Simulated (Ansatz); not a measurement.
Ansatz (a quantum-chemistry and plane-wave program) input (CCSD(T)/def2-SVPD):

Ansatz 0.2 input:
```yaml
crystal:
  periodic: [false, false, false]
  atoms:
    - {symbol: Te, position_ang: [-0.00000000, -0.00000000, -0.03157231]}
    - {symbol: H, position_ang: [0.00000000, 0.00000000, 1.64175989]}
basis:
  gaussian:
    orbitals: def2-SVPD
total_charge: 1
magnetization: {spin_polarized: false}
correlation: {method: ccsd_t, electrons: outside_noble_gas}
output: {forces: true}
```

End of the output:

```
mean field evaluation 8: about -7270.9260 eV, gradient 9.5e-4 eV
mean field evaluation 16: about -7270.9249 eV, gradient 4.0e-1 eV
mean field evaluation 32: about -7270.9260 eV, gradient 2.1e-2 eV
mean field -7270.92597895 eV, -267.2016013156 hartree, gradient 2.7e-6 eV, S^2 0.000000; 2 other end points of the search recorded, 0 dependent functions left out; unrestricted orbitals would lower it
mean field evaluation 64: about -7270.9260 eV, gradient 3.6e-4 eV
unrestricted determinant -7272.40307326 eV, -267.2558835306 hartree, S^2 1.0217
9 core orbitals not correlated
reference -7270.92597895 eV, -267.2016013156 hartree; 3, 3 occupied and 31, 31 virtual orbitals, 523 factors
densities: 0.07 GiB planned
second order -2.13210598 eV of doubles, -0.00000000 eV of singles
coupled cluster: 0.06 GiB planned
cycle   1  -2.55284122 eV  change   -4.2e-1 eV  update   6.3e-2
cycle   2  -2.75502707 eV  change   -2.0e-1 eV  update   3.6e-2
cycle   3  -2.79220078 eV  change   -3.7e-2 eV  update   2.5e-2
cycle   4  -2.84417540 eV  change   -5.2e-2 eV  update   2.0e-2
cycle   5  -2.90292756 eV  change   -5.9e-2 eV  update   1.3e-2
cycle   6  -2.90840818 eV  change   -5.5e-3 eV  update   3.1e-3
cycle   7  -2.91337046 eV  change   -5.0e-3 eV  update   8.8e-4
cycle   8  -2.91183509 eV  change    1.5e-3 eV  update   2.9e-4
cycle   9  -2.91219936 eV  change   -3.6e-4 eV  update   9.0e-5
cycle  10  -2.91217100 eV  change    2.8e-5 eV  update   1.8e-5
cycle  11  -2.91218297 eV  change   -1.2e-5 eV  update   4.8e-6
cycle  12  -2.91218370 eV  change   -7.4e-7 eV  update   9.2e-7
coupled cluster: 0.06 GiB planned
perturbative correction -0.16083487 eV, -0.0059105723 hartree
the calculation of the forces begins
Total energy: -7273.99899752 eV, -267.3145326652 hartree
Atom 0 at    -0.000000    -0.000000    -0.031572 Å, force    -0.000000    -0.000000    -0.083605 eV/Å
Atom 1 at     0.000000     0.000000     1.641760 Å, force     0.000000     0.000000     0.083605 eV/Å
Dipole moment:     0.000000     0.000000     0.127432 e Å
```
